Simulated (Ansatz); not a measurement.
`C#CC[SiH2]F` and `F[SiH2]CC[SiH3]` differ in one atom or group.

Ansatz, PBE0-D4/def2-TZVP geometries, multiplicity 1. Each molecule was computed in one conformer, which needn't be the lowest.

```tsv
property	`C#CC[SiH2]F`
HOMO energy (PBE0/def2-TZVPP) / eV	-7.73
HOMO energy (B3LYP/def2-TZVPP) / eV	-7.51
HOMO energy (PBE/def2-TZVPP) / eV	-6.54
HOMO energy (ωB97M-V/def2-TZVPP) / eV	-9.95
LUMO energy (PBE0/def2-TZVPP) / eV	0.20
zero-point energy (PBE0-D4/def2-TZVP) / kJ/mol	174.7
```

**Question.** What does the change do to each property? (Estimate.)

**Answer.** The calculation gave: 
| property | `F[SiH2]CC[SiH3]` | shift |
| --- | --- | --- |
| HOMO energy (PBE0/def2-TZVPP) / eV | -8.48 | -0.75 |
| HOMO energy (B3LYP/def2-TZVPP) / eV | -8.29 | -0.78 |
| HOMO energy (PBE/def2-TZVPP) / eV | -7.19 | -0.65 |
| HOMO energy (ωB97M-V/def2-TZVPP) / eV | -10.71 | -0.76 |
| LUMO energy (PBE0/def2-TZVPP) / eV | 0.19 | -0.01 |
| zero-point energy (PBE0-D4/def2-TZVP) / kJ/mol | 263.3 | 88.6 |

The zero-point energy changes by 88.6 kJ/mol with +12 modes.

B3LYP here is the variant with VWN-RPA as its local correlation; programs differ in this.
